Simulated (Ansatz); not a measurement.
`N[SiH2][SiH2][SeH]` → `N[SiH2]`• + `[SiH2][SeH]`•  (homolysis of the Si–Si bond)

Isolated molecules relaxed with PBE0-D4/def2-TZVP in Ansatz; ΔE leaves out vibrations. CCSD(T)/CBS is the MP2 limit (def2-TZVPP, def2-QZVPP) plus CCSD(T) − MP2 in def2-TZVPP, frozen cores. Functionals use def2-TZVPP. B3LYP here is the variant with VWN-RPA as its local correlation; programs differ in this. Open shells (•) are unrestricted, without spin–orbit coupling. For Se outer-core shells are correlated without core-valence functions, which leaves a few kJ/mol of doubt a bond. Scalar relativity is left out up to krypton. Each species was taken in one conformer, which may not be the lowest.

| level | ΔE (kJ/mol) | difference from CCSD(T)/CBS |
| --- | --- | --- |
| PBE-D4 | 298.8 | -25.9 |
| PBE0-D4 | 307.0 | -17.7 |
| B3LYP-D4 | 299.8 | -24.9 |
| ωB97X-V | 324.5 | -0.2 |
| ωB97M-V | 322.1 | -2.6 |
| B2PLYP | 298.0 | -26.7 |
| PBE | 287.6 | -37.1 |
| PBE0 | 296.9 | -27.8 |
| B3LYP | 281.8 | -42.9 |
| HF/def2-TZVPP | 230.5 | -94.2 |
| MP2/def2-TZVPP | 318.3 | -6.4 |
| CCSD(T)/def2-TZVPP | 312.9 | -11.8 |
| HF/def2-QZVPP | 229.0 | -95.7 |
| MP2/def2-QZVPP | 324.5 | -0.2 |
| SCS-MP2/def2-QZVPP | 325.6 | 0.9 |
| MP2/CBS(def2) | 330.0 | 5.3 |
| CCSD(T)/CBS | 324.7 | 0 |

Largest T1 diagnostic among the species: 0.015.

From PBE to PBE0 (25 % exact exchange), in def2-TZVPP and without D4, ΔE moves by +9.3 kJ/mol. In def2-TZVPP, CCSD(T) changes the Hartree–Fock value by +82.4 kJ/mol (the triples alone add +5.5 kJ/mol) and MP2 by +87.8 kJ/mol; breaking electron pairs costs correlation energy, which Hartree–Fock lacks. The D4 term adds +18.0 kJ/mol with B3LYP and +10.2 kJ/mol with PBE0; it sums over pairs of atoms, weighted by their polarisabilities, and B3LYP, whose exchange is more repulsive, gets the larger term.
